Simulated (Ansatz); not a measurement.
Basis-set extrapolation for `OC[Si](O)(O)O` (PBE0-D4/def2-TZVP geometry, frozen core, Ansatz). Multiplicity 1, RHF reference.

```
                      def2-TZVPP   def2-QZVPP
                 HF  -630.078731  -630.104813
    MP2 correlation    -1.249398    -1.349976
CCSD(T) correlation    -1.318369      not run
```

Energies in hartree. Use E(X) = E(∞) + A·exp(−7.88·√X) for Hartree–Fock and E(X) = E(∞) + B·X^(−2.97) for correlation, with X = 3 and 4, and add CCSD(T) minus MP2 of the smaller set to the MP2 limit.

Problem. What is the CCSD(T) energy at the basis-set limit?

Solution. HF limit: -630.104813 + (-0.026082) × 0.13774 = -630.10841. MP2 limit: -1.349976 + (-0.100578) × 0.74074 = -1.42448. Higher-order term: -1.318369 − (-1.249398) = -0.06897. Total: -631.60186 hartree, 128.5 kcal/mol below CCSD(T)/def2-TZVPP.
